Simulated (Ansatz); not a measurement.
Reaction (hydrogenolysis of the Al–N bond): `[NH2][Al]([NH2])[Br]` + H₂ → `[NH2][AlH][Br]` + NH₃

Calculated with Ansatz (gas phase, PBE0-D4/def2-TZVP geometries, no zero-point term in ΔE). CCSD(T)/CBS adds triple-zeta CCSD(T) − MP2 to the extrapolated MP2 energy (def2 sets, frozen cores). This one scheme is used for every species. DFT in def2-TZVPP. B3LYP here is the variant with VWN-RPA as its local correlation; programs differ in this. For Br outer-core shells are correlated without core-valence functions, which leaves a few kJ/mol of doubt a bond. Scalar relativity is left out up to krypton. One conformer a species, not always the lowest.

| level | ΔE (kJ/mol) | difference from CCSD(T)/CBS |
| --- | --- | --- |
| LDA (SPW92) | 61.1 | -4.8 |
| B2PLYP | 63.1 | -2.8 |
| r2SCAN | 67.2 | 1.3 |
| B3LYP | 57.7 | -8.2 |
| RPA@PBE/def2-TZVPP | 59.7 | -6.2 |
| MP2/def2-SVP | 62.4 | -3.5 |
| CCSD/def2-TZVPP | 61.6 | -4.3 |
| CCSD(T)/def2-TZVPP | 64.0 | -1.9 |
| MP2/def2-QZVPP | 72.9 | 7.0 |
| HF/CBS(def2) | 52.5 | -13.4 |
| CCSD(T)/CBS | 65.9 | 0 |

What do rigid-rotor, harmonic-oscillator terms from PBE0-D4/def2-TZVP frequencies (298.15 K, 1 bar) make of the CCSD(T)/CBS value? (Estimate.)

Computed: ΔZPE = +15.1 kJ/mol, ΔH = +77.3 kJ/mol, ΔS = 28 J/(mol·K), ΔG = +68.8 kJ/mol.

Largest T1 diagnostic among the species: 0.008.

Leaving LDA and LC-ωPBE aside and taking each functional with its dispersion term where it has one, the values, not all of them listed here, spread over 16.6 kJ/mol, from B97M-V to r2SCAN-D4. LDA lies +5.9 kJ/mol from PBE without D4. At CCSD(T), def2-SVP lies −11.8 kJ/mol from the extrapolated value and def2-TZVPP −1.9 kJ/mol.
